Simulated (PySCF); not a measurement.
Al(I)(Me)(OH) (CH4AlIO), SMILES [I][Al]([OH])[CH3].

Geometry optimised at PBE-D3(BJ)/def2-SVP. The structure was generated by enumeration; whether it is a known compound was not checked. The def2 effective core potentials stand for the cores of I; spin–orbit coupling is left out. The values are those of a single conformer.

Two levels are set side by side: PBE/def2-TZVP (PySCF) and B3LYP/def2-TZVP (PySCF). Same geometry, gas phase. Differences are taken from unrounded values.

| quantity | B3LYP | PBE | PBE minus B3LYP |
|---|---|---|---|
| orbital gap (eV) | 6.52 | 5.09 | -1.43 |
| highest occupied level (eV) | -7.41 | -6.51 | 0.90 |
| lowest empty level (eV) | -0.88 | -1.42 | -0.53 |
| dipole moment (D) | 0.58 | 0.62 | 0.04 |
| mean polarisability (bohr³) | 73.5 | 76.3 | 2.9 |

PBE's occupied levels lie high since its potential decays too fast outside the molecule; exact exchange lowers them and widens the gap. PBE's more diffuse valence density responds more strongly to a field. Differences between two approximate levels are no errors against the true value.

Rough cost on one machine, each run with all the roots and properties that it gave: B3LYP against PBE within a factor of 2.
